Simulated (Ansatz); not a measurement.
Vertical singlet–triplet gap (eV) of eight silicon and germanium compounds: PBE beside PBE0, computed with Ansatz (a quantum-chemistry and plane-wave program) for isolated molecules in the bases named; differences from unrounded values. The eight are the first of their class met in an unordered collection, after screening for sound electronic states; none was chosen by its value. Functionals give these values as differences of separate SCF runs (ΔSCF), EOM-CCSD as a root; each molecule has one DFT geometry for both levels.

| molecule | basis | PBE0 | PBE | difference |
|---|---|---|---|---|
| Se(OH)(GeH3) (GeH4OSe), SMILES O[Se][GeH3] | def2-SVPD | 2.85 | 2.80 | -0.05 |
| CH8Ge2, SMILES [GeH3][CH2][GeH3] | def2-SVPD | 7.14 | 6.76 | -0.38 |
| CH9FN2Si2, SMILES CN[Si@@H](F)N[SiH3] | def2-SVPD | 6.05 | 5.66 | -0.39 |
| Si(H)(OH)2(SeH) (H₄O₂SeSi), SMILES O[SiH](O)[SeH] | def2-SVPD | 5.03 | 4.91 | -0.12 |
| C₂H₁₀O₂Si₂, SMILES [C@H]([SiH2]O)(C)O[SiH3] | def2-SVPD | 6.12 | 5.42 | -0.69 |
| germylmethylsilane (CH₈GeSi), SMILES [SiH3][CH2][GeH3] | def2-SVPD | 7.24 | 6.82 | -0.42 |
| C₄H₁₀OSi, SMILES OC[C@H]1CC[SiH2]1 | def2-SVPD | 6.33 | 5.81 | -0.52 |
| C2H5FSi2, SMILES C#C[Si@@H](F)[SiH3] | def2-SVPD | 4.80 | 4.66 | -0.14 |

PBE lies below PBE0 in 8 and above it in 0 of the eight; the mean signed difference is -0.34 and the largest -0.69 eV.
